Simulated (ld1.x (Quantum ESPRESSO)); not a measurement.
cobalt (Co): from the effect back to the setting (TM)

Base potential:

cobalt (Co), norm-conserving Troullier–Martins (Kleinman–Bylander form), made with ld1.x (Quantum ESPRESSO) 7.5 (LDA (PZ), scalar-relativistic). Core [Ne], reference 3s2 3p6 3d7 4s2 4p0. Waves: 3s (bound): rc 1.00 bohr; 3p (bound): rc 1.35 bohr; 3d (bound): rc 1.35 bohr. Local part: all-electron potential smoothed inside 1.30 bohr (lloc = -2). Core correction: none.

Occupied shells without a wave of their own: 4s. They enter only through the test configuration that unscreens the potential.

Cutoffs, loose and tight: the cutoffs (Ry, on a coarse ladder) from which the occupation-weighted sum of valence levels, in a spherical-Bessel basis at the reference potential, stays within 10 and 1 mRy of its value at 400 Ry. They do not see the model core or the augmentation charge, which bear on the density cutoff. Test errors are all-electron minus pseudo excitation energies from the reference, over the configurations 3s2 3p6 3d7 4s1 4p0; 3s2 3p6 3d7 4s0 4p0; 3s2 3p6 3d6 4s0 4p0; 3s2 3p6 3d7 4s1.5 4p0; 3s1 3p6 3d7 4s2 4p0; 3s2 3p6 3d8 4s0 4p0; 3s2 3p6 3d7 4s0 4p1 (two spin-polarised tests are not counted in the largest error); variants that change the core or the reference have their own tests. The largest error is taken over the tests solved by every variant that gives reliable tests at all, those not shown here included: 3s2 3p6 3d6 4s0 4p0; 3s2 3p6 3d7 4s0 4p0; 3s2 3p6 3d7 4s0 4p1; 3s2 3p6 3d7 4s1 4p0; 3s2 3p6 3d7 4s1.5 4p0; 3s2 3p6 3d8 4s0 4p0.

Only the s radius is moved (1 further runs of the sweep failed or gave no value and are left out):

```csv
s radius (bohr),"cutoff, loose","cutoff, tight",bound ghosts,largest test error (meV),median size of the test errors
0.68,230 Ry,over 300 Ry,none,-651,220.9 meV
0.82,200 Ry,over 300 Ry,none,-726,252.0 meV
0.9,180 Ry,300 Ry,none,-844,301.4 meV
1.34,140 Ry,230 Ry,none,-1778,697.9 meV
1.52,140 Ry,230 Ry,none,-2150,859.3 meV
```

Question: One more run gave cutoff, loose: 140 Ry; cutoff, tight: 260 Ry; bound ghosts: none; largest test error (meV): -1058; median size of the test errors: 391.4 meV. Which value of the s radius was used?

Answer: 1.04 bohr. The median size of the test errors moves one way along this sweep, from 220.9 meV at 0.68 to 859.3 meV at 1.52 bohr, which places the run between 0.9 and 1.34 bohr.
